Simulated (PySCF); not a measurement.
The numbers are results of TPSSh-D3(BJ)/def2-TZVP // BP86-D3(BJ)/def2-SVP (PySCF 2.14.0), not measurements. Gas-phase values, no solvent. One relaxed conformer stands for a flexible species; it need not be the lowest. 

Reference species: [W(OH)6] (neutral, multiplicity 1).

- HOMO–LUMO gap = 4.70 eV
- HOMO = -7.89 eV

Changed species: [W(Cl)5(OH)] (1 of 6 Cl replaced by OH; the reference has 6 of 6 Cl replaced by OH).

Question: Predict the effect on the HOMO–LUMO gap and HOMO.

Answer: the HOMO–LUMO gap falls by 1.92 eV, to 2.78 eV; the HOMO falls by 0.26 eV, to -8.15 eV.
